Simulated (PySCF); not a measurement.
Calculation: B3LYP-D3(BJ)/def2-TZVP // PBE0-D3(BJ)/def2-TZVP in PySCF. Isolated molecules, 0 K electronic values unless said otherwise. B3LYP has the VWN-RPA correlation part, as in Gaussian. 

Reference species (SMILES): `[Cl][Ga][Cl]` (neutral, multiplicity 2).

```json
{
  "dipole_moment": "1.74 D"
}
```

Changed species: `[Br][Ga][Br]` (radical fragment; the reference has radical fragment).

Q: Predict the effect on the dipole moment.

A: the dipole moment falls by 0.20 D, to 1.54 D.
